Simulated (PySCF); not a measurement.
An element was calculated at PBE (PySCF 2.14, spin-free X2C, a triple-zeta basis, no spin-orbit coupling), in the ground configurations that NIST lists.

| Quantity | Value |
| --- | --- |
| first ionisation energy | 8.396 eV |
| second ionisation energy | 20.962 eV |
| third ionisation energy | 37.336 eV |

**Question.** Which element is it?

**Answer.** Copper (Cu, Z = 29), in x2c-TZVPPall. NIST lists 7.726, 20.292, 36.841 ± 0.012 eV for these ionisation energies.
